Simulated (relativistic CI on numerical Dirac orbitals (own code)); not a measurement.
# Hyperfine structure of Sm V, mass number 147

Calculated at this level of theory: Dirac-Coulomb-Breit CI, separate exchange-only KLI orbitals for each configuration, a model potential for QED, valence Slater integrals scaled by 0.85, P86 correlation energy added to each configuration (own radial code, finite nucleus).

CI space (outside the closed core [Kr] 4d10): 4f4 5s2 5p6, 4f3 5s2 5p6 5d, 4f5 5s2 5p5, 4f3 5s2 5p6 6s, 4f3 5s2 5p6 6d, 4f3 5s2 5p6 7s, 4f5 5s 5p6, 4f2 5s2 5p6 5d 6s, 4f3 5s 5p6 6s2. Levels of other configurations are missing.

Nuclear spin I = 7/2, μ = -0.809 μN, Q = -0.26 b (tables of Stone and Pyykkö). The electronic factors are computed for point nuclear moments, without core polarisation; leaving it out makes A of s and p electrons in near-neutral atoms 20 to 40 % too small, and it can dominate for d and f shells.

| Level | E (cm⁻¹) | A (MHz) | B (MHz) |
| --- | --- | --- | --- |
| 4f4 5s2 5p6 5I_4 | 0.0 | -226.2 | 100 |
| 4f4 5s2 5p6 5I_5 | 1856.4 | -177.4 | 94.5 |
| 4f4 5s2 5p6 5I_6 | 3854.6 | -150.9 | 96.7 |
| 4f4 5s2 5p6 5I_7 | 5929.1 | -136.4 | 104 |
| 4f4 5s2 5p6 5I_8 | 8036.4 | -128.7 | 114 |
| 4f4 5s2 5p6 5F_1 | 15297.4 | -388.2 | -36.6 |
| 4f4 5s2 5p6 5F_2 | 15808.7 | -193.3 | -43.2 |
| 4f4 5s2 5p6 5F_3 | 16891.1 | -135.2 | -39.9 |

Levels with J = 0, under 50 % of one LS term, or S terms without an open s electron are left out. Small factors come from cancelling terms and can be off by tens of per cent or more.

At this charge configurations can still be misplaced by up to about 7 % of their energy. Levels and lines within the n = 5 or 6 shells can be off by up to 10 % or somewhat more, and those that change n by about 2 %, since core polarisation is missing.

Question: Give the hyperfine levels of 4f4 5s2 5p6 5I_4 relative to its centre of gravity.

Answer: With K = F(F + 1) − I(I + 1) − J(J + 1), E = AK/2 + B[¾K(K + 1) − I(I + 1)J(J + 1)]/[2I(2I − 1)J(2J − 1)]: F = 1/2: 4007, F = 3/2: 3655, F = 5/2: 3071, F = 7/2: 2259, F = 9/2: 1224, F = 11/2: -26.86, F = 13/2: -1485, F = 15/2: -3141 MHz.

LS names give the leading component of a level, which can be under half, so a name can repeat, a term be missing and a line seem to break the LS rules.
